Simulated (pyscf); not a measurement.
Structures and frequencies: ωB97X-D3(BJ)/def2-SVP in PySCF.

Task: What is the homolytic dissociation enthalpy (298 K, ωB97M-D3(BJ)/def2-TZVP) of the Al–S bond of `[SiH3][S][Al]([Cl])[Cl]`, to H₃Si–S• + [Cl–Al–Cl]•?

Result: Al–S to H₃Si–S• + [Cl–Al–Cl]•: 94.1 kcal/mol. The 7 functionals that were run give +86.4 (PBE) to +97.9 kcal/mol (ωB97X-D3(BJ)/def2-TZVP). The radicals are drawn with the spin at the cut bond; how far it spreads was not checked. Other isomers of H₃Si–S• were not searched in full and may lie lower.
